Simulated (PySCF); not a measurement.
H$_{3}$FSiSn (SMILES [F][Sn][SiH3]), singlet, geometry from GFN2-xTB (such geometries of metal compounds can be far from the true shape) (core potentials on Sn). Base run: PySCF with HF/def2-SVP, polarisability.

Here is a job for PySCF.
```python
from pyscf import gto, scf
from pyscf.prop import polarizability

mol = gto.M(
    atom='''
Sn    0.164113    0.281983    0.566083
F     0.502692    1.575566   -0.998869
Si   -0.712485   -1.583551   -1.064831
H     0.326761   -2.163496   -1.946865
H    -1.768710   -1.148044   -2.003662
H    -1.313128   -2.797965   -0.456157
''',
    basis='def2-svp',
    ecp={'Sn': 'def2-svp'},
    charge=0,
    spin=0,
    verbose=3,
)

mf = scf.RHF(mol)
mf.kernel()
alpha = mf.Polarizability().polarizability()[2, 2]
print('alpha_zz =', alpha)
```

Variants of this job, named by their change:

```
change                                         alpha_zz (bohr³)  basis functions
---------------------------------------------  ----------------  ---------------
base                                                      65.28               73
functional = pbe0                                           [?]               73
finite field (a.u.) = 0.001; conv_tol = 1e-11             65.28               73
basis = def2-SVPD                                         75.28              103
basis = def2-TZVP                                         71.76              136
finite field (a.u.) = 0.001; conv_tol = 1e-6              65.34               73
functional = camb3lyp                                     68.19               73
finite field (a.u.) = 0.05; conv_tol = 1e-11              65.91               73
finite field (a.u.) = 0.005; conv_tol = 1e-11             65.28               73
finite field (a.u.) = 2e-4; conv_tol = 1e-6               68.23               73
finite field (a.u.) = 0.02; conv_tol = 1e-11              65.38               73
functional = lda,vwn                                      71.83               73
```

Problem. Some entries are withheld; supply them.

Solution. 
- functional = pbe0, alpha_zz (bohr³): 69.59

Finite-field rows take the second difference of the energy in a field along z; a small field with loose convergence shows SCF noise divided by the square of the field, and a large one adds hyperpolarisability.
